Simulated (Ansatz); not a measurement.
Frontier orbitals of C3H9B (`CBCC`).

Cartesian coordinates in Å:
```
C -1.1732 1.2980 0.0484
B 0.1420 0.8139 0.7280
C 0.9141 -0.4939 0.3664
C 0.3521 -1.4012 -0.7185
H -0.8823 2.1172 -0.6279
H -1.8699 1.7561 0.7562
H -1.6976 0.5540 -0.5540
H 0.6300 1.5154 1.5775
H 1.0371 -1.0473 1.3110
H 1.9477 -0.1973 0.1310
H -0.6484 -1.7585 -0.4608
H 0.9797 -2.2805 -0.8834
H 0.2685 -0.8759 -1.6737
```

The species carries charge 0 and has multiplicity 1. Geometry: relaxed with PBE0-D4/def2-TZVP. It is one conformer, not always the lowest. Basis def2-TZVPP, Ansatz.

```json
{"functional": "PBE", "HOMO (eV)": "-7.01", "LUMO (eV)": "-1.61", "gap (eV)": "5.40"}
{"functional": "r2SCAN", "HOMO (eV)": "-7.29", "LUMO (eV)": "-1.19", "gap (eV)": "6.10"}
{"functional": "PBE0", "HOMO (eV)": "-8.38", "LUMO (eV)": "-0.59", "gap (eV)": "7.79"}
{"functional": "B3LYP", "HOMO (eV)": "-8.20", "LUMO (eV)": "-0.82", "gap (eV)": "7.38"}
{"functional": "CAM-B3LYP", "HOMO (eV)": "-9.84", "LUMO (eV)": "0.52", "gap (eV)": "10.36"}
{"functional": "ωB97X-V", "HOMO (eV)": "-10.84", "LUMO (eV)": "1.62", "gap (eV)": "12.46"}
{"functional": "ωB97M-V", "HOMO (eV)": "-10.70", "LUMO (eV)": "1.34", "gap (eV)": "12.04"}
```

From PBE to PBE0 the HOMO moves by −1.37 eV and the LUMO by +1.03 eV, and with ωB97M-V by −3.69 and +2.95 eV, so the gap grows from 5.40 to 12.04 eV with exact exchange. A positive LUMO is unbound and depends on the basis.

B3LYP here is the variant with VWN-RPA as its local correlation; programs differ in this.
